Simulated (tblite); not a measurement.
Species: C₃H₈O₂Si₂.
Bonds: C1–O2, O2–C3, C3–C4 (double), C4–O5, O5–Si6, Si6–Si7, C3–Si7. Hydrogens: H8, H9, H10 on C1; H11 on C4; H12, H13 on Si6; H14, H15 on Si7.

Computed with GFN2-xTB (tblite), gas phase: L-BFGS steps from a force-field or distance-geometry start until the largest atomic force falls under 0.01 eV/Å.

The end geometry, which sets the zero of energy:
```
atom  x, y, z in Å
C1     -2.5807    0.6491    0.2917
O2     -1.4226    0.2923    1.0054
C3     -0.2559    0.1579    0.3036
C4     -0.0990    0.3323   -1.0111
O5      1.1121    0.1741   -1.6159
Si6     2.4505   -0.2443   -0.7449
Si7     1.3077   -0.3203    1.2610
H8     -3.3811    0.7037    1.0281
H9     -2.4636    1.6228   -0.1959
H10    -2.8290   -0.1024   -0.4653
H11    -0.8697    0.6056   -1.7188
H12     3.4071    0.8322   -1.0034
H13     2.9198   -1.4829   -1.3663
H14     1.1091   -1.6135    1.9234
H15     1.5908    0.6890    2.2866
```

**Question.** These geometries come from the run, each turned onto the end geometry. Order them by energy, lowest first.
A.
```
atom  x, y, z in Å
C1     -2.5968    0.6476    0.3073
O2     -1.4283    0.2944    1.0057
C3     -0.2582    0.1602    0.2825
C4     -0.1127    0.3497   -1.0601
O5      1.0892    0.1955   -1.7221
Si6     2.4035   -0.2310   -0.7823
Si7     1.2944   -0.3139    1.2389
H8     -3.4192    0.7129    1.0344
H9     -2.4914    1.6312   -0.1584
H10    -2.8671   -0.1112   -0.4319
H11    -0.8964    0.6152   -1.7500
H12     3.4472    0.8283   -0.8308
H13     2.9457   -1.5472   -1.2000
H14     1.1920   -1.6838    1.8280
H15     1.6935    0.7477    2.2169
```
B.
```
atom  x, y, z in Å
C1     -2.5977    0.6515    0.2996
O2     -1.4287    0.2930    0.9948
C3     -0.2656    0.1637    0.2860
C4     -0.1104    0.3371   -1.0328
O5      1.1130    0.1767   -1.6239
Si6     2.4416   -0.2444   -0.7356
Si7     1.3031   -0.3126    1.2212
H8     -3.3813    0.7001    1.0591
H9     -2.4937    1.6272   -0.1874
H10    -2.8610   -0.0979   -0.4539
H11    -0.8839    0.6138   -1.7422
H12     3.4205    0.8230   -0.9053
H13     2.9274   -1.5101   -1.2684
H14     1.1671   -1.6185    1.8495
H15     1.6450    0.6931    2.2175
```
C.
```
atom  x, y, z in Å
C1     -2.5970    0.6517    0.2955
O2     -1.4307    0.2957    0.9936
C3     -0.2645    0.1594    0.2952
C4     -0.0920    0.3321   -1.0166
O5      1.1224    0.1722   -1.6117
Si6     2.4611   -0.2454   -0.7443
Si7     1.2982   -0.3174    1.2587
H8     -3.3753    0.7000    1.0540
H9     -2.4925    1.6248   -0.1939
H10    -2.8580   -0.0945   -0.4615
H11    -0.8523    0.6047   -1.7329
H12     3.4191    0.8356   -0.9880
H13     2.9262   -1.4960   -1.3517
H14     1.1246   -1.6231    1.9073
H15     1.6062    0.6960    2.2745
```
D.
```
atom  x, y, z in Å
C1     -2.6032    0.6509    0.3087
O2     -1.4207    0.2936    0.9850
C3     -0.2679    0.1668    0.2673
C4     -0.1157    0.3432   -1.0444
O5      1.1015    0.1825   -1.6507
Si6     2.4260   -0.2351   -0.7660
Si7     1.3124   -0.3150    1.2313
H8     -3.4015    0.7066    1.0452
H9     -2.4907    1.6267   -0.1715
H10    -2.8612   -0.1037   -0.4403
H11    -0.8944    0.6153   -1.7431
H12     3.4237    0.8131   -0.8587
H13     2.9325   -1.5189   -1.2220
H14     1.1841   -1.6442    1.8309
H15     1.6706    0.7138    2.2065
```
E.
```
atom  x, y, z in Å
C1     -2.5953    0.6514    0.2970
O2     -1.4331    0.2937    1.0024
C3     -0.2716    0.1625    0.2935
C4     -0.1014    0.3332   -1.0213
O5      1.1180    0.1749   -1.6193
Si6     2.4550   -0.2470   -0.7328
Si7     1.2910   -0.3127    1.2371
H8     -3.3683    0.6974    1.0608
H9     -2.4952    1.6270   -0.1953
H10    -2.8612   -0.0949   -0.4621
H11    -0.8664    0.6092   -1.7377
H12     3.4229    0.8349   -0.9473
H13     2.9271   -1.5086   -1.3124
H14     1.1482   -1.6147    1.8747
H15     1.6257    0.6896    2.2408
```

**Answer.** C (0.006 eV), E (0.022 eV), B (0.042 eV), D (0.081 eV), A (0.207 eV).

In the order of the answer:

```csv
step,E above end (eV),largest force (eV/Å),rms force component (eV/Å),rms distance from end (Å),rms bond change (Å),bond most changed (Å)
11,0.006,0.15,0.049,0.020,0.002,Si6–Si7 +0.007
8,0.022,0.22,0.083,0.037,0.007,Si6–Si7 -0.021
6,0.042,0.36,0.107,0.054,0.013,Si6–Si7 -0.045
3,0.081,0.42,0.136,0.075,0.009,Si6–Si7 -0.022
0,0.207,1.16,0.358,0.094,0.018,Si7–H15 +0.031
```

What follows is the cost of the whole relaxation. The run took 0.37 s wall on one thread, Arm Neoverse N1 (aarch64), shared host.
